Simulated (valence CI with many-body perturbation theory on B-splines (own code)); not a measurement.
**Forbidden lines of Tc V**

Computed by valence CI with perturbative core correlation (CI+MBPT): three valence electrons over a frozen Dirac-Fock core [Kr], a basis of 9 s, 9 p, 10 d, 8 f, 5 g, 3 h, 1 i functions for each j, with the one-electron correlation potential Σ1 (screened to all orders), the two-electron term Σ2, the three-electron term Σ3, Breit, model QED; selected single and double excitations, second order for the rest, scaled by the run's own slope (own B-spline code, finite nucleus).

No measured levels were compared; by estimate terms of the open shell hold to 2 to 4 % of their energy, and close levels can change places; different configurations can be misplaced against each other by 1,000 to 8,000 cm⁻¹. Core correlation moves these levels by up to 16000 cm⁻¹, and in measured spectra 5 to 20 % of such shifts remained as error; rates that hang on mixing are uncertain with them.

Lines 51 to 100 of 120 in falling wavelength, among levels below 23.305 eV, chosen from the decays that carry over 1 % of a level's rate. Wavelengths and rates use the calculated energies, so an error of 2000 cm⁻¹ moves a line at 604.8 nm by 12 % and its rate by three times that or more. Electric multipoles are in the length gauge, E1 and E2 with the static RPA response of the core. Weak lines are less certain than strong ones. Lines between different terms over intervals too small for the method are left out, as are lines whose strength nearly cancels. Branching is blank where the lifetime is uncertain.

Names give the largest LS component (configuration and term), which can be under half, so a name can repeat, a term be missing and a line seem to break the LS rules; names also repeat where a configuration has a term twice. Letters in brackets count levels of one name in rising energy.

| λ vac (nm) | Upper | Lower | Type | A (s⁻¹) | Branch % |
| --- | --- | --- | --- | --- | --- |
| 604.8 | 4d3 2D_5/2 [b] | 4d3 2F_5/2 | M1 | 1.30e+00 | 8.3 |
| 591.0 | 4d3 2D_3/2 [b] | 4d3 2F_5/2 | M1 | 8.53e-01 |  |
| 591.0 | 4d3 2D_3/2 [b] | 4d3 2F_5/2 | E2 | 3.33e-01 |  |
| 590.0 | 4d3 2D_5/2 [b] | 4d3 2F_7/2 | M1 | 7.83e-01 | 5.0 |
| 590.0 | 4d3 2D_5/2 [b] | 4d3 2F_7/2 | E2 | 3.36e-01 | 2.1 |
| 586.2 | 4d3 2P_1/2 | 4d3 4F_5/2 | E2 | 1.34e-02 | 1.5 |
| 571.2 | 4d3 2F_5/2 | 4d3 4P_3/2 | M1 | 1.25e-02 | 1.1 |
| 568.0 | 4d3 2D_3/2 [a] | 4d3 4F_3/2 | M1 | 8.79e-01 | 28.9 |
| 550.9 | 4d3 2P_1/2 | 4d3 4F_3/2 | M1 | 1.67e-02 | 1.9 |
| 543.9 | 4d3 2D_5/2 [a] | 4d3 4F_7/2 | M1 | 2.03e+00 | 73.5 |
| 506.8 | 4d3 2D_5/2 [a] | 4d3 4F_5/2 | M1 | 2.98e-01 | 10.8 |
| 487.6 | 4d3 2P_3/2 | 4d3 4F_5/2 | M1 | 1.23e+00 | 39.5 |
| 480.2 | 4d3 2D_5/2 [a] | 4d3 4F_3/2 | M1 | 8.40e-02 | 3.0 |
| 463.0 | 4d3 2P_3/2 | 4d3 4F_3/2 | M1 | 6.07e-01 | 19.6 |
| 399.2 | 4d3 2D_5/2 [b] | 4d3 2P_3/2 | E2 | 6.64e-01 | 4.2 |
| 399.2 | 4d3 2D_5/2 [b] | 4d3 2P_3/2 | M1 | 4.23e-01 | 2.7 |
| 388.1 | 4d3 2F_7/2 | 4d3 4F_9/2 | M1 | 5.08e-01 | 33.1 |
| 388.1 | 4d3 2F_7/2 | 4d3 4F_9/2 | E2 | 2.66e-02 | 1.7 |
| 387.3 | 4d3 2D_5/2 [b] | 4d3 2D_5/2 [a] | E2 | 3.58e-01 | 2.3 |
| 381.6 | 4d3 2D_3/2 [b] | 4d3 2D_5/2 [a] | M1 | 1.63e+00 |  |
| 381.6 | 4d3 2D_3/2 [b] | 4d3 2D_5/2 [a] | E2 | 2.38e-01 |  |
| 361.4 | 4d3 2F_5/2 | 4d3 4F_7/2 | M1 | 4.53e-02 | 3.9 |
| 358.1 | 4d3 2D_5/2 [b] | 4d3 2H_9/2 | E2 | 1.06e+00 | 6.8 |
| 350.9 | 4d3 2D_5/2 [b] | 4d3 2P_1/2 | E2 | 2.62e-01 | 1.7 |
| 349.6 | 4d3 2F_7/2 | 4d3 4F_5/2 | M1 | 1.81e-01 | 11.8 |
| 346.3 | 4d3 2D_3/2 [b] | 4d3 2P_1/2 | E2 | 6.31e-01 |  |
| 344.6 | 4d3 2F_5/2 | 4d3 4F_5/2 | M1 | 4.48e-02 | 3.9 |
| 344.3 | 4d3 2D_5/2 [b] | 4d3 2D_3/2 [a] | M1 | 1.23e+00 | 7.9 |
| 339.8 | 4d3 2D_3/2 [b] | 4d3 2D_3/2 [a] | E2 | 1.10e+00 |  |
| 332.1 | 4d3 2F_5/2 | 4d3 4F_3/2 | M1 | 4.29e-01 | 37.2 |
| 332.1 | 4d3 2F_5/2 | 4d3 4F_3/2 | E2 | 2.17e-02 | 1.9 |
| 311.2 | 4d3 2D_5/2 [b] | 4d3 2G_9/2 | E2 | 4.34e+00 | 27.6 |
| 309.9 | 4d3 2D_5/2 [b] | 4d3 4P_5/2 | M1 | 2.76e+00 | 17.6 |
| 306.2 | 4d3 2D_3/2 [b] | 4d3 4P_5/2 | M1 | 1.75e-01 |  |
| 303.7 | 4d3 2D_5/2 [b] | 4d3 2G_7/2 | E2 | 5.54e-01 | 3.5 |
| 300.1 | 4d3 2D_3/2 [b] | 4d3 2G_7/2 | E2 | 7.37e+00 |  |
| 293.8 | 4d3 2D_5/2 [b] | 4d3 4P_3/2 | M1 | 2.59e-01 | 1.6 |
| 293.8 | 4d3 2D_5/2 [b] | 4d3 4P_3/2 | E2 | 1.78e-01 | 1.1 |
| 290.8 | 4d3 2D_3/2 [b] | 4d3 4P_1/2 | M1 | 2.64e-01 |  |
| 290.5 | 4d3 2D_3/2 [b] | 4d3 4P_3/2 | M1 | 9.09e-01 |  |
| 290.5 | 4d3 2D_3/2 [b] | 4d3 4P_3/2 | E2 | 3.17e-01 |  |
| 234.1 | 4d3 2D_5/2 [b] | 4d3 4F_9/2 | E2 | 3.05e-01 | 1.9 |
| 226.2 | 4d3 2D_5/2 [b] | 4d3 4F_7/2 | M1 | 5.36e-01 | 3.4 |
| 217.7 | 4d3 2D_3/2 [b] | 4d3 4F_5/2 | M1 | 5.68e-01 |  |
| 212.6 | 4d3 2D_3/2 [b] | 4d3 4F_3/2 | M1 | 2.18e-01 |  |
| 111.1 | 4d2 5s 4F_5/2 | 4d3 4P_5/2 | E2 | 6.89e+01 | 1.3 |
| 110.1 | 4d2 5s 4F_3/2 | 4d3 4P_1/2 | E2 | 4.27e+02 | 8.2 |
| 110.1 | 4d2 5s 4F_3/2 | 4d3 4P_3/2 | E2 | 1.85e+02 | 3.5 |
| 109.3 | 4d2 5s 4F_7/2 | 4d3 4P_5/2 | E2 | 2.49e+02 | 4.6 |
| 109.0 | 4d2 5s 4F_5/2 | 4d3 4P_1/2 | E2 | 1.80e+02 | 3.4 |
